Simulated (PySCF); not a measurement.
**Basis-set dependence of population analyses: `BC(=C)CC`**

Compound: C4H9B.
Cartesian coordinates in Å at the PBE0-D3(BJ)/def2-SVP level; atoms count from 1:
```xyz
14
C4H9B angstrom
B      1.368    0.053   -0.564
C      0.502   -0.758    0.430
C      1.144   -1.428    1.410
C     -1.001   -0.796    0.309
C     -1.645    0.538    0.673
H      0.871    0.639   -1.501
H      2.568    0.095   -0.415
H      2.233   -1.384    1.506
H      0.611   -2.047    2.144
H     -1.271   -1.051   -0.730
H     -1.416   -1.596    0.945
H     -2.737    0.507    0.536
H     -1.441    0.802    1.723
H     -1.253    1.353    0.044
```

PBE0 throughout (PySCF), one geometry, spherical d and f functions. One conformer (not necessarily the lowest) at the PBE0-D3(BJ)/def2-SVP geometry, without solvent, vibrations or thermal averaging. Atoms taken as equivalent share a column and are averaged. The first 7 of 10 kinds of atom are listed.

Mulliken charges (e):

```
        basis  functions      B1      C2      C3      C4      C5   H6/H7      H8
       STO-3G         34  +0.145  -0.096  -0.132  -0.146  -0.229  -0.054  +0.091
        6-31G         63  +0.136  -0.001  -0.354  -0.382  -0.490  -0.043  +0.176
     pcSseg-0         63  +0.232  -0.443  -0.309  -0.515  -0.632  +0.011  +0.233
       6-31G*         88  +0.009  +0.105  -0.399  -0.388  -0.526  -0.018  +0.187
      cc-pVDZ        115  +0.018  -0.106  +0.001  -0.050  -0.095  -0.034  +0.053
     def2-SVP        115  +0.035  -0.146  -0.036  -0.017  -0.095  -0.032  +0.064
6-311+G(2d,p)        189  -0.081  +0.547  -0.514  -0.309  -0.587  -0.008  +0.135
  aug-cc-pVDZ        196  -1.659  +0.747  +0.551  +0.409  +0.354  +0.699  -0.507
    def2-TZVP        209  -0.066  -0.006  -0.224  -0.182  -0.385  +0.007  +0.141
     IGLO-III        265  +0.181  -0.117  -0.193  -0.200  -0.354  -0.061  +0.121
      cc-pVTZ        276  -0.061  -0.026  -0.203  -0.143  -0.295  +0.003  +0.131
     pcSseg-2        306  +0.377  -0.395  -0.031  +0.014  -0.064  -0.085  +0.069
```

IAO charges (e):

```tsv
basis	functions	B1	C2	C3	C4	C5	H6/H7	H8
STO-3G	34	+0.058	-0.146	-0.198	-0.255	-0.388	-0.003	+0.137
6-31G	63	-0.002	-0.104	-0.238	-0.258	-0.424	+0.007	+0.157
pcSseg-0	63	-0.005	-0.112	-0.216	-0.263	-0.416	+0.006	+0.151
6-31G*	88	+0.017	-0.114	-0.222	-0.244	-0.404	0.000	+0.151
cc-pVDZ	115	0.000	-0.106	-0.227	-0.245	-0.403	+0.005	+0.153
def2-SVP	115	+0.009	-0.108	-0.217	-0.239	-0.393	+0.001	+0.148
6-311+G(2d,p)	189	+0.003	-0.107	-0.237	-0.251	-0.417	+0.005	+0.157
aug-cc-pVDZ	196	+0.001	-0.105	-0.237	-0.249	-0.415	+0.005	+0.157
def2-TZVP	209	+0.003	-0.107	-0.236	-0.251	-0.417	+0.005	+0.156
IGLO-III	265	+0.002	-0.107	-0.238	-0.252	-0.418	+0.005	+0.157
cc-pVTZ	276	+0.002	-0.107	-0.236	-0.252	-0.418	+0.005	+0.157
pcSseg-2	306	+0.004	-0.107	-0.237	-0.251	-0.417	+0.004	+0.156
```

Some averages cover members that differ in this geometry, most widely: H6/H7, Mulliken in aug-cc-pVDZ +0.647 to +0.751 e.

Question: Which scheme is steadiest as the basis changes?

Answer: Largest range over the bases for any column: IAO 0.06 e, Mulliken 2.04 e. IAO charges move least and Mulliken charges most, counted in e. Without the minimal STO-3G basis the ranges are IAO 0.03, Mulliken 2.04 e.

Question: How much do the charges still move between the two largest bases, cc-pVTZ and pcSseg-2?

Answer: At most, over all atoms: Mulliken 0.437 e, IAO 0.002 e.

Question: What do the same runs give for the total energy, the frontier levels and the dipole moment?

Answer: 
```tsv
basis	energy (Eh)	HOMO (eV)	LUMO (eV)	μ (D)
STO-3G	-180.2365	-6.17	0.78	1.09
6-31G	-182.3700	-7.74	-1.66	1.21
pcSseg-0	-182.0127	-8.04	-1.93	1.23
6-31G*	-182.4084	-7.70	-1.64	1.21
cc-pVDZ	-182.4200	-7.83	-1.84	1.20
def2-SVP	-182.2804	-7.89	-1.88	1.20
6-311+G(2d,p)	-182.4612	-7.91	-1.98	1.20
aug-cc-pVDZ	-182.4290	-7.90	-1.98	1.20
def2-TZVP	-182.4740	-7.91	-1.96	1.21
IGLO-III	-182.4808	-7.91	-1.98	1.19
cc-pVTZ	-182.4718	-7.90	-1.94	1.22
pcSseg-2	-182.4761	-7.93	-1.98	1.20
```

The dipole is fixed by the density alone, so its range of 0.14 D shows that the density itself changes with the basis, not only its division among atoms.
